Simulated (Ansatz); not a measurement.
```xyz
11

C     0.325    1.057   -0.071
C     1.048   -0.268    0.260
Ge   -0.693   -1.149    0.007
N    -0.906    0.550   -0.702
H     0.138    1.623    0.852
H     0.897    1.708   -0.744
H     1.514   -0.313    1.242
H     1.775   -0.558   -0.498
H    -1.496   -1.484    1.288
H    -0.876   -2.298   -1.004
H    -1.726    1.132   -0.630
```

The species carries charge 0 and has multiplicity 1.

(1) List the PBE0/def2-TZVPP orbital energies in eV (Ansatz). (Estimate.)

Results:

(1) Computed: Occupied: -10859.80, -1358.03, -1207.86, -1207.83, -1207.82, -390.58, -278.86, -278.04, -170.79, -120.61, -120.56, -120.54, -33.48, -33.41, -33.40, -33.37, -33.36, -24.43, -19.86, -16.98, -14.82, -13.33, -12.64, -10.66, -10.30, -9.67, -9.04, -8.09, -6.48. Lowest empty: 0.14, 1.18, 1.50, 2.09, 2.57, 2.70, 3.00, 3.19.
